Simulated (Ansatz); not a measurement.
`[AlH2][CH2]CI` + `O[SiH3]` → `O[SiH2][AlH2]` + `CCI`  (formal exchange of groups at the Al–C bond)

Computed with Ansatz on PBE0-D4/def2-TZVP structures; ΔE is electronic, products minus reactants. CCSD(T)/CBS adds triple-zeta CCSD(T) − MP2 to the extrapolated MP2 energy (def2 sets, frozen cores). Functionals use def2-TZVPP. B3LYP here is the variant with VWN-RPA as its local correlation; programs differ in this. Elements past krypton have def2 core potentials. For I outer-core shells are correlated without core-valence functions, which leaves a few kJ/mol of doubt a bond. One conformer a species, not always the lowest.

`[AlH2][CH2]CI`:

Cartesian coordinates in Å:
```
Al 1.688 0.409 -0.434
C -0.174 -0.233 -0.530
C -0.953 -0.066 0.741
I -3.002 -0.784 0.610
H 2.249 1.038 0.913
H 2.606 0.286 -1.722
H -0.659 0.291 -1.362
H -0.141 -1.286 -0.836
H -0.543 -0.628 1.577
H -1.070 0.973 1.043
```

`O[SiH3]`:

```xyz
6

O    -0.386   -0.996   -0.708
Si    0.103    0.181    0.336
H    -0.469   -0.768   -1.634
H     1.454    0.700   -0.015
H     0.139   -0.451    1.674
H    -0.841    1.333    0.346
```

`O[SiH2][AlH2]`:

```xyz
8

O     0.035    1.810   -0.428
Si   -0.099    0.494    0.576
Al    0.146   -1.560   -0.755
H    -0.044    2.675   -0.024
H     0.929    0.560    1.665
H    -1.412    0.517    1.298
H     0.070   -2.962   -0.007
H     0.375   -1.535   -2.326
```

`CCI`:

Cartesian coordinates in Å:
```
C 0.737 -0.086 0.359
C -0.664 -0.131 -0.193
I -1.096 1.567 -1.438
H 0.909 -0.968 0.985
H 0.896 0.801 0.974
H 1.481 -0.085 -0.438
H -1.424 -0.104 0.585
H -0.837 -0.994 -0.833
```

| level | ΔE (kcal/mol) |
| --- | --- |
| r2SCAN-D4 | -0.1 |
| B3LYP-D4 | -0.1 |
| B2PLYP | 0.4 |
| PBE | -2.5 |
| r2SCAN | -0.2 |
| HF/def2-TZVPP | -0.5 |
| SCS-MP2/def2-TZVPP | 1.5 |
| HF/CBS(def2) | -0.3 |

(1) What does CCSD(T)/CBS give? (Estimate.)

Largest T1 diagnostic among the species: 0.012.

## Answers

(1) Computed: +0.1 kcal/mol. The listed levels differ from it by -0.2, -0.2, 0.3, -2.6, -0.3, -0.6, 1.4, -0.4 kcal/mol.
